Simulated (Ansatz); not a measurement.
Basis-set extrapolation for `O=C1N[SiH]1F` (PBE0-D4/def2-TZVP geometry, frozen core, Ansatz 0.2.0). Multiplicity 1, RHF reference.

```
                      def2-TZVPP   def2-QZVPP
                 HF  -556.881318  -556.902939
    MP2 correlation    -0.946081    -1.022537
CCSD(T) correlation    -0.995516      not run
```

Energies in hartree. Use E(X) = E(∞) + A·exp(−7.88·√X) for Hartree–Fock and E(X) = E(∞) + B·X^(−2.97) for correlation, with X = 3 and 4, and add CCSD(T) minus MP2 of the smaller set to the MP2 limit.

Q: What is the CCSD(T) energy at the basis-set limit?

A: HF limit: -556.902939 + (-0.021621) × 0.13774 = -556.90592. MP2 limit: -1.022537 + (-0.076456) × 0.74074 = -1.07917. Higher-order term: -0.995516 − (-0.946081) = -0.04944. Total: -558.03453 hartree, 414.0 kJ/mol below CCSD(T)/def2-TZVPP.
